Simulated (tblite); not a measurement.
Compound: C5H12O2P2.
Geometry (GFN2-xTB, Å), atoms numbered from 1 in this order:
```xyz
21
C5H12O2P2 angstrom
C      3.825   -0.141    0.254
O      2.454   -0.070    0.632
C      1.543   -0.368   -0.291
O      1.780   -0.696   -1.423
P     -0.126   -0.334    0.506
C     -0.040    1.391    1.169
C     -1.098   -0.057   -1.059
C     -2.557   -0.475   -0.910
P     -3.396    0.407    0.502
H      4.390   -0.336    1.162
H      3.970   -0.940   -0.474
H      4.137    0.808   -0.187
H      0.308    2.089    0.408
H      0.636    1.408    2.021
H     -1.038    1.679    1.499
H     -0.617   -0.655   -1.839
H     -1.030    0.998   -1.340
H     -2.629   -1.553   -0.751
H     -3.106   -0.224   -1.824
H     -4.561   -0.359    0.441
H     -2.854   -0.400    1.503
```

Calculated harmonic vibrations of the isolated species, GFN2-xTB (tblite), most abundant isotopes, no scaling. Against measured fundamentals such values can be off by several per cent, at times by over 20. Modes of hydrogen on phosphorus can be 10 to 20 % off. One conformer, not necessarily the lowest. The optimisation stopped once no atom felt more than 0.01 eV/Å.

Lowest wavenumbers of the output (negative numbers stand for imaginary wavenumbers):
```
mode    cm-1
  1     -28.0
  2      39.7
  3      48.5
  4      69.9
  5     119.3
  6     134.1
  7     168.1
  8     172.5
  9     211.4
 10     228.6
```

Is this structure a minimum?

Not by this Hessian. 1 mode is imaginary beyond 20i (28i cm⁻¹), so at this level the point lies at or near a first-order saddle. The curvature is small, so loose convergence or finite differences may be the whole cause.

Which atoms move in the imaginary mode?

28i: H12 (methyl hydrogen) 37 %, H10 (methyl hydrogen) 30 %, H11 (methyl hydrogen) 29 %. These are shares of the mass-weighted motion.

What is the remedy?

Step along that mode in both directions, optimise again with tighter thresholds and repeat the frequencies. The zero-point energy of this point (100.4 kcal/mol) counts the 56 real modes alone, and thermal corrections from it aren't those of a minimum.

The run took 0.86 s of wall time on Arm Neoverse V2, one thread, on a shared host. This covers the Hessian and the dipole derivatives.
